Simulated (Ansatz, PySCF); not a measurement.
The pair A = H2O (SMILES O) (first 3 atoms), B = SO2 (SMILES O=S=O); geometry from B3LYP-D3(BJ)/def2-TZVP.
(charge 0, multiplicity 1):
```xyz
6

O      0.506    -0.090     0.610
H      0.607     0.850     0.422
H     -0.363    -0.335     0.269
O     -1.175    -0.655     3.177
S      0.177    -0.172     3.298
O      0.377     1.250     3.426
```

Correlated levels freeze the cores. Rows in 6-31G* carry no dispersion term and start afresh at each structure (6-31G* with six Cartesian d functions). MP2/6-31G* freezes PySCF's default core.

Programs: Ansatz (Gaussian basis) for Hartree–Fock, density functionals and correlated methods; PySCF for 6-31G* rows. Each number belongs to the level named beside it.

Total energies (hartree), monomers frozen at their geometry in the pair:

```tsv
structure	B3LYP/6-31G*	MP2/6-31G*	MP2/aug-cc-pV(D+d)Z
AB	-625.0062436	-623.8857608	-624.0597011
A in the pair's basis	-76.4122424	-76.2002956	-76.2616009
B in the pair's basis	-548.5870301	-547.6804598	-547.7933370
A	-76.4088140	-76.1967367	-76.2608205
B	-548.5861530	-547.6791720	-547.7919136
```

Task: Work out the interaction energy without and with the counterpoise correction, and the superposition error, for each level.

Result: 
E(AB) − E(A) − E(B), times 627.509 kcal/mol, with the monomers in their own basis and then in the pair's basis:
- B3LYP/6-31G*: -7.08 uncorrected, -4.37 corrected; the monomers gain 2.70 kcal/mol from borrowed functions
- MP2/6-31G*: -6.18 uncorrected, -3.14 corrected; the monomers gain 3.04 kcal/mol from borrowed functions
- MP2/aug-cc-pV(D+d)Z: -4.37 uncorrected, -2.99 corrected; the monomers gain 1.38 kcal/mol from borrowed functions

Ansatz is a first-principles code.
